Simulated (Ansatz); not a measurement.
AlBrGeH₄Si. The species carries charge 0 and has multiplicity 1. The bonds changed during the relaxation, so this is another structure than the one it started from. Geometry: relaxed with PBE0-D4/def2-TZVP.

```xyz
8

Br    0.122    0.903   -2.132
Si    0.326    1.292    0.274
Al   -1.451   -0.141   -0.427
Ge    0.590   -1.042    0.664
H     1.234    2.481    0.274
H    -2.946   -0.248   -0.921
H     0.418   -1.306    2.175
H     1.707   -1.939    0.093
```

Task: What is the dipole moment at PBE/def2-TZVPP? (Estimate.)

Result: The calculation gave: 0.36 D, with components (-0.18, 0.08, 0.30) D in this frame, pointing from negative to positive charge.

Task: And with r2SCAN, B3LYP, ωB97M-V? (Estimate.)

Result: Computed: r2SCAN 0.42 D, B3LYP 0.58 D, ωB97M-V 0.67 D.

Task: Give the Mulliken charges with PBE, ωB97M-V, r2SCAN in def2-TZVPP. (Best estimate.)

Result: Computed: 
```
atom    PBE  ωB97M-V  r2SCAN
 Br1  -0.14    -0.17   -0.17
 Si2  -0.03     0.01    0.01
 Al3   0.30     0.29    0.41
 Ge4   0.01    -0.10   -0.03
  H5  -0.03     0.01   -0.06
  H6  -0.08    -0.07   -0.12
  H7  -0.02     0.01   -0.02
  H8  -0.01     0.02   -0.02
```

B3LYP here is the variant with VWN-RPA as its local correlation; programs differ in this.
